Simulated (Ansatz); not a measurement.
Molecule: sum formula CuN₂H₆ (charge +1, singlet). 
Coordinates optimised at B3LYP-D3(BJ)/def2-TZVP (Ansatz, a quantum-chemistry and plane-wave program):
```
Cu
N 1 1.9380
H 2 1.0185 1 112.08
H 2 1.0185 3 106.75 1 123.06
H 2 1.0185 3 106.75 4 113.88
N 1 1.9380 4 157.87 2 -180.00
H 6 1.0185 1 112.08 4 -23.42
H 6 1.0185 7 106.75 1 -123.06
H 6 1.0185 7 106.75 8 -113.88
```
Charge +1, spin multiplicity 1.

Wanted: vertical ionisation energy (to the doublet state of charge +2; each state is the SCF solution reached for its spin; the molecule has degenerate orbitals, so one determinant may break the symmetry), in eV. Correlated levels leave the core frozen unless marked. UHF or UKS for open shells. Spin-orbit coupling is left out. Frozen are the shells of the preceding noble gas and the d and f shells that filled before the atom's block. No relativistic terms. CBS(X,Y): correlation extrapolated as X^-3; Hartree-Fock from the larger set. The bracket is a focal-point correction in the basis named.

```tsv
level	program	vertical ionisation energy (eV)
PBE/def2-TZVPD	Ansatz	14.64
r2SCAN/def2-TZVPD	Ansatz	…
PBE0/def2-TZVPD	Ansatz	14.30
CAM-B3LYP/def2-TZVPD	Ansatz	14.58
wB97M-V/def2-TZVPD	Ansatz	14.40
wB97X-V/def2-TZVPD	Ansatz	…
B2PLYP/def2-TZVPD	Ansatz	14.70
CCSD/def2-TZVPPD	Ansatz	…
RI-MP2/CBS(def2-TZVPPD,def2-QZVPPD)+[CCSD(T)-MP2]/def2-TZVPPD	Ansatz	14.51
```

Fill in the missing entries.


- r2SCAN/def2-TZVPD, vertical ionisation energy (eV): 14.38
- wB97X-V/def2-TZVPD, vertical ionisation energy (eV): 14.42
- CCSD/def2-TZVPPD, vertical ionisation energy (eV): 14.05
